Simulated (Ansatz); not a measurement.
CH6N2SeSi (`N=C(N)[Se][SiH3]`), relaxed with RKS PBE-D4/def2-SVP in the Gaussian-basis code of Ansatz from a rough embedded geometry. The force threshold is 0.03 eV/Å; the program also tests the step.

Charge 0, multiplicity 1.

Start:

```xyz
11

N     1.036   -0.639    1.546
C     0.049   -0.833    0.776
N     0.075   -1.942   -0.102
Se   -1.413    0.405    0.707
Si   -0.452    1.680   -0.826
H     1.009    0.177    2.291
H    -0.656   -2.083   -0.818
H     0.940   -2.557   -0.131
H     0.868    2.163   -0.264
H    -1.300    2.780   -1.164
H    -0.156    0.849   -2.014
```

```
         step  energy (eV)  largest force (eV/Å)  largest move (Å)
            1  -77309.6459                 2.985             0.000
            2  -77310.0356                 1.657             0.189
            3  -77310.1426                 1.412             0.103
            4  -77310.1705                 1.018             0.025
            5  -77310.1751                 0.724             0.145
            6  -77310.1943                 0.274             0.068
            7  -77310.1966                 0.072             0.023
            8  -77310.1974                 0.032             0.032
            9  -77310.1980                 0.057             0.045
           10  -77310.2000                 0.144             0.106
           11  -77310.2020                 0.169             0.104
           12  -77310.2051                 0.207             0.089
           13  -77310.2121                 0.228             0.114
           14  -77310.2222                 0.265             0.143
           15  -77310.2243                 0.513             0.196
           16  -77310.2286                 0.432             0.097
17 (rejected)  -77310.2149                 0.368             0.200
           18  -77310.2412                 0.077             0.097
           19  -77310.2428                 0.032             0.048
           20  -77310.2437                 0.032             0.055
           21  -77310.2438                 0.014             0.012
```

End:

```xyz
11

N     1.223   -0.555    1.051
C     0.117   -0.973    0.569
N    -0.131   -2.292    0.297
Se   -1.525    0.112    0.184
Si   -0.356    1.876   -0.709
H     1.196    0.431    1.340
H    -0.806   -2.515   -0.435
H     0.667   -2.923    0.403
H     0.560    2.501    0.312
H    -1.400    2.879   -1.109
H     0.455    1.459   -1.904
```

Run time 2.2 min (4 threads of an Intel Xeon on a shared host); peak host memory 0.2 GiB.
